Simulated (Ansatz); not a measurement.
The same molecule with X = F, Cl, Br. Ansatz, PBE0-D4/def2-TZVP geometries, multiplicity 1. Each molecule was computed in one conformer, which needn't be the lowest.

Scalar relativity is left out up to krypton.

| X | molecule | mean X–Si bond length / Å | HOMO energy (B3LYP/def2-TZVPP) / eV | LUMO energy (PBE/def2-TZVPP) / eV | zero-point energy (PBE0-D4/def2-TZVP) / kJ/mol |
| --- | --- | --- | --- | --- | --- |
| Cl | `[SiH3]N([SiH3])[Si]Cl` | 2.112 | -7.06 | -2.83 | 155.3 |
| Br | `[SiH3]N([SiH3])[Si]Br` | 2.289 | -6.97 | -2.92 | 154.3 |

(1) Give the row for X = F, `F[Si]N([SiH3])[SiH3]`. (Best estimate.)

## Answers

(1) Computed: 
```tsv
X	molecule	mean X–Si bond length / Å	HOMO energy (B3LYP/def2-TZVPP) / eV	LUMO energy (PBE/def2-TZVPP) / eV	zero-point energy (PBE0-D4/def2-TZVP) / kJ/mol
F	`F[Si]N([SiH3])[SiH3]`	1.626	-7.20	-2.52	157.5
```

From F to Br the mean X–Si bond length rises at each step, by 0.663 Å in all; the HOMO energy (B3LYP/def2-TZVPP) rises at each step, by 0.23 eV in all; the LUMO energy (PBE/def2-TZVPP) falls at each step, by 0.40 eV in all; the zero-point energy (PBE0-D4/def2-TZVP) falls at each step, by 3.2 kJ/mol in all. Bonds lengthen as the atom grows down the group.

B3LYP here is the variant with VWN-RPA as its local correlation; programs differ in this.

Spin–orbit coupling is left out; it splits and shifts lone-pair levels of the heavy atoms by tenths of an eV.
